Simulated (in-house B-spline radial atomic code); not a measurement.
Atomic self-consistent-field run: Tb8+ (an excited or competing configuration). Method: Dirac-Hartree-Fock, average of configuration, Fermi nucleus of rms radius 5.06 fm. Calculated with a B-spline radial code for spherical atoms.

Command:
```bash
python run_scf.py task.json out
```
Settings (nuclear radius in fm, mass in u):
```
Z                65
configuration    [Kr] 4d10 4f6 5s2 5p2 8d1
hamiltonian      dirac
method           hf
spin_polarised   False
nucleus          fermi
rms_radius       5.06
atomic_mass      158.92535
speed_of_light   137.035999084
```

Output (hartree, bohr):
```
 radial grid: 71 intervals, B-splines of order 8, outer radius 34.9425 bohr

 iter        energy (Eh)    residual
    1      -11641.292119    1.49e+00
    2      -11674.872322    1.13e+00
    3      -11690.227069    2.72e-01
    4      -11691.391948    8.81e-02
    5      -11691.451110    3.56e-02
    6      -11691.471312    4.61e-03
    7      -11691.471546    6.37e-04
    8      -11691.471548    1.14e-04
    9      -11691.471548    5.04e-06
   10      -11691.471548    1.97e-07

 total energy                    -11691.47155
 kinetic                           12785.3239
 electron-nucleus                 -28475.2424
 electron-electron                  3998.4469

 first-order corrections (not in the total)
   Gaunt                            12.2294
   retardation                      -1.2868
   frequency dependence             -0.1707
   self-energy                       8.6016
   Uehling                          -1.4096
   Wichmann-Kroll                    0.0456
   recoil                            0.0259

 orbital      occ     eigenvalue          <r>       <r^2>       <1/r>       <r^4>       r_max    small
 1s1/2      2.000     -1927.8041     0.021503 0.000631468     73.0908 1.06414e-06     0.01364  5.88e-02
 2s1/2      2.000      -328.6881    0.0908795  0.00981509     17.4923 0.000167407     0.07759  1.30e-02
 2p1/2      2.000      -311.8601    0.0759852   0.0071424     17.4262  0.00010408     0.05866  1.31e-02
 2p3/2      4.000      -284.3535    0.0828917  0.00836695     15.3431 0.000137748     0.06455  1.21e-02
 3s1/2      2.000       -79.2433     0.238114   0.0649325     6.40139  0.00638381      0.2195  4.17e-03
 3p1/2      2.000       -71.9201     0.228202   0.0605811     6.30281  0.00582051      0.2072  4.10e-03
 3p3/2      4.000       -66.1312     0.241146   0.0674528     5.77848  0.00716883      0.2194  3.83e-03
 3d3/2      4.000       -53.7024     0.213793   0.0537628     5.64232  0.00515838      0.1744  3.69e-03
 3d5/2      6.000       -52.4562     0.217837   0.0556816     5.51211  0.00549974      0.1779  3.61e-03
 4s1/2      2.000       -21.0168     0.538097    0.326333     2.66656     0.15364      0.5036  1.32e-03
 4p1/2      2.000       -18.0563     0.549877    0.343443     2.55642     0.17489      0.5082  1.24e-03
 4p3/2      4.000       -16.7340     0.576954     0.37783     2.39014    0.211378      0.5332  1.15e-03
 4d3/2      4.000       -11.8167     0.605455    0.422989     2.18281    0.283289      0.5391  9.93e-04
 4d5/2      6.000       -11.5712     0.615155    0.436395     2.13968    0.301191      0.5475  9.67e-04
 4f5/2      2.571        -5.9002     0.698559     0.58664     1.75589    0.666221      0.5317  6.78e-04
 4f7/2      3.429        -5.8649     0.703976    0.595498     1.74131    0.685283       0.536  6.69e-04
 5s1/2      2.000        -6.6408      1.19236     1.58106     1.12233     3.47765       1.118  3.46e-04
 5p1/2      0.667        -5.7680      1.26974     1.79749     1.04594     4.53331       1.185  3.10e-04
 5p3/2      1.333        -5.5116      1.32245      1.9477    0.993705     5.29901       1.238  2.91e-04
 8d3/2      0.400        -0.9785      6.62167     48.9933    0.210552     3134.89       7.264  3.61e-05
 8d5/2      0.600        -0.9741      6.65305     49.4576    0.209444     3194.05       7.302  3.59e-05
```

Cost of the run: 1.4 s on 1 thread of Arm Neoverse V2, on a shared host.

For the Dirac Hamiltonian the kinetic term is c α·p + (β - 1)c².
